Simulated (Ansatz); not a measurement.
`[F][Ti]12345678([Cl])([C@H]9[C@@H]1[C@@H]2[C@@H]3[C@H]94)[C@H]1[C@@H]5[C@@H]6[C@@H]7[C@H]18` + H₂O → `[OH][Ti]12345678([Cl])([C@H]9[C@@H]1[C@@H]2[C@@H]3[C@H]94)[C@H]1[C@@H]5[C@@H]6[C@@H]7[C@H]18` + H–F  (formal hydrolysis of a Ti–F bond)

Computed with Ansatz on PBE0-D4/def2-TZVP structures; ΔE is electronic, products minus reactants. CBS: MP2 limit from def2 TZ/QZ plus the TZ coupled-cluster correction, frozen cores. This one scheme is used for every species. Functionals use def2-TZVPP. HSE06 is defined as in plane-wave codes. For Ti outer-core shells are correlated without core-valence functions, which leaves a few kJ/mol of doubt a bond. Scalar relativity is left out up to krypton. One conformer a species, not always the lowest.

Problem. Is it downhill or uphill in electronic energy at CCSD(T)/CBS, and by how much? (Best estimate.)

Solution. Ansatz gave: Uphill: ΔE = +0.51 eV.

Problem. What do these levels give: r2SCAN0-D4, HSE06-D4, PBE-QIDH, PBE, r2SCAN, r2SCAN0, HSE06, LC-ωPBE, CCSD(T)/def2-SVP, CCSD(T)/def2-TZVPP, SCS-MP2/def2-QZVPP, HF/CBS(def2)? (Estimate.)

Solution. Computed: r2SCAN0-D4 0.60, HSE06-D4 0.57, PBE-QIDH 0.54, PBE 0.61, r2SCAN 0.62, r2SCAN0 0.62, HSE06 0.61, LC-ωPBE 0.66, CCSD(T)/def2-SVP 0.50, CCSD(T)/def2-TZVPP 0.51, SCS-MP2/def2-QZVPP 0.51, HF/CBS(def2) 0.75 eV.

Largest T1 diagnostic among the species: 0.019.

Leaving LDA and LC-ωPBE aside and taking each functional with its dispersion term where it has one, the values, not all of them listed here, spread over 0.11 eV, from revPBE-D4 to B97M-V. LDA lies −0.07 eV from PBE without D4. In def2-TZVPP, CCSD(T) changes the Hartree–Fock value by −0.24 eV (the triples alone add −0.05 eV) and MP2 by −0.30 eV. The D4 term adds −0.07 eV with B3LYP and −0.04 eV with PBE0; it sums over pairs of atoms, weighted by their polarisabilities, and B3LYP, whose exchange is more repulsive, gets the larger term.

B3LYP here is the variant with VWN-RPA as its local correlation; programs differ in this.
